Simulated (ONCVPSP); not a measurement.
**What one change does to a pseudopotential (cadmium, ONCV)**

cadmium, optimised norm-conserving Vanderbilt (ONCV), made with ONCVPSP 4.0.1 (PBE, scalar-relativistic). Core [Kr] 4d10, reference 5s1.5 5p0.5. Waves: 5s: rc 2.25 bohr, ncon 4, nbas 8, qcut 2.7 1/bohr, local; 5p: rc 2.25 bohr, ncon 4, nbas 7, qcut 4.1 1/bohr, 1 projector. Local part: the s channel. Core correction: Teter function, fcfact 4.25, rcfact 1.55.

All-electron outer shells of the reference configuration (PBE, scalar-relativistic, ld1.x):

```tsv
shell	level (eV)	outermost node (bohr)	outermost maximum (bohr)
4p	-68.02	0.43	0.84
4d	-12.76	0.42	0.98
5s	-6.34	1.06	2.32
5p	-1.67	1.19	3.25
```

Change: all radii but the core radius scaled by about 1.32 (s 2.96, p 2.96 bohr).

Cutoffs: the cutoffs (Ha) at which the residual kinetic energy of the hardest occupied pseudo-wave falls to 1 and 0.1 mHa per electron; they do not see the model core or the augmentation charge, which bear on the density cutoff. Errors are all-electron minus pseudo energies relative to the spin-unpolarised reference configuration.

Problem. What does the change do?

Solution. The potential gets softer (7.3 Ha and 29 Ha → 3.6 Ha and 10 Ha); of the 4 tests that both files solve, the error grows in 2 and shrinks in 0 by more than 15 % and 0.3 meV (median size 35.1 → 53.9 meV); neither file shows a bound ghost. A larger radius leaves more room for a smooth pseudo-wave, so fewer plane waves are needed.

```csv
quantity,base,changed
"cutoff, loose",7.3 Ha,3.6 Ha
"cutoff, tight",29 Ha,10 Ha
loose cutoff by channel,"s 7.3 Ha, p 3.2 Ha","s 3.1 Ha, p 3.6 Ha"
bound ghosts,none,none
GHOST(+) flags under 300 eV,none,none
"error for 5s2 5p0, meV [ΔE -2.28 eV]",-7.1,-9.5
"error for 5s1 5p0, meV [ΔE 6.99 eV]",-100,-99
"error for 5s1.5 5p0, meV [ΔE 1.43 eV]",-18,-17
"error for 5s0 5p2, meV [ΔE 7.39 eV]",-53,-91
"rms error of d²Exc/dni dnj with the model core, mHa",2.87,2.85
```
